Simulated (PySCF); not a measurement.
Cl6Y2. Atoms are numbered in the order given.

```xyz
8

Y      0.0000     0.0000     1.9719
Y      0.0000     0.0000    -1.9719
Cl    -1.7587     0.0000     0.0000
Cl     1.7587     0.0000     0.0000
Cl     0.0000    -2.0690     3.2369
Cl     0.0000     2.0690     3.2369
Cl     0.0000    -2.0690    -3.2369
Cl     0.0000     2.0690    -3.2369
```

Geometry optimised at PBE0-D3(BJ)/def2-SVP. The multiplicity is an assumed one; other spin states were not compared. The def2 effective core potentials stand for the cores of Y; spin–orbit coupling is left out. Other conformers were not sampled.

Level of theory: PySCF with ωB97X/def2-SVP.

ESP charges are fitted to the potential on shells at 1.4 to 2.0 van der Waals radii. Atomic charges (e):

```csv
atom,ESP fit,Löwdin,Mulliken
Y1,?,-0.35,0.88
Y2,?,-0.35,0.88
Cl3,?,0.20,-0.35
Cl4,?,0.20,-0.35
Cl5,?,0.08,-0.26
Cl6,?,0.08,-0.26
Cl7,?,0.08,-0.26
Cl8,?,0.08,-0.26
```

**Question.** Some entries are withheld; supply them. (An estimate is asked for; the answer gives what the named calculation found.)

**Answer.** 
- Y1, ESP fit: 0.95
- Y2, ESP fit: 0.95
- Cl3, ESP fit: -0.28
- Cl4, ESP fit: -0.28
- Cl5, ESP fit: -0.34
- Cl6, ESP fit: -0.34
- Cl7, ESP fit: -0.34
- Cl8, ESP fit: -0.34
